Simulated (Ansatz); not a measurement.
C₃H₇FSi (`C[C@@H]1C[Si@@H]1F`), relaxed with RKS PBE-D4/def2-SVP in the Gaussian-basis code of Ansatz from a rough embedded geometry. The force threshold is 0.03 eV/Å; the program also tests the step.

The species carries charge 0 and has multiplicity 1.

Start:

```xyz
12

C    -0.110   -0.573   -1.382
C     0.503   -0.217   -0.141
C    -0.153   -0.718    1.058
Si    0.303    1.491    0.547
F    -1.210    1.959    0.411
H     0.325   -0.033   -2.282
H    -1.212   -0.323   -1.436
H    -0.031   -1.607   -1.612
H     1.509   -0.500   -0.202
H     0.387   -0.725    2.035
H    -1.244   -0.610    1.218
H     0.932    1.856    1.786
```

| step | energy (eV) | largest force (eV/Å) | largest move (Å) |
| --- | --- | --- | --- |
| 1 | -13800.6034 | 4.119 | 0.000 |
| 2 | -13801.2570 | 1.509 | 0.177 |
| 3 | -13801.4560 | 0.569 | 0.200 |
| 4 | -13801.5178 | 0.513 | 0.114 |
| 5 | -13801.5893 | 1.017 | 0.136 |
| 6 | -13801.7778 | 1.654 | 0.195 |
| 7 | -13801.9097 | 2.307 | 0.192 |
| 8 | -13802.0798 | 0.924 | 0.193 |
| 9 | -13802.1330 | 0.583 | 0.200 |
| 10 | -13802.1707 | 0.333 | 0.066 |
| 11 | -13802.1777 | 0.092 | 0.092 |
| 12 | -13802.1796 | 0.032 | 0.021 |
| 13 | -13802.1797 | 0.010 | 0.007 |

End:

```xyz
12

C    -0.135   -0.575   -1.451
C     0.553   -0.179   -0.157
C    -0.182   -0.497    1.205
Si    0.083    1.301    0.862
F    -1.215    2.196    0.403
H     0.377   -0.135   -2.331
H    -1.189   -0.229   -1.479
H    -0.145   -1.679   -1.582
H     1.629   -0.442   -0.134
H     0.389   -1.043    1.976
H    -1.209   -0.891    1.091
H     1.044    2.174    1.597
```

It took 16 s on 4 threads of an Arm Neoverse V1 on a shared host, with 0.15 GiB of host memory at the peak.
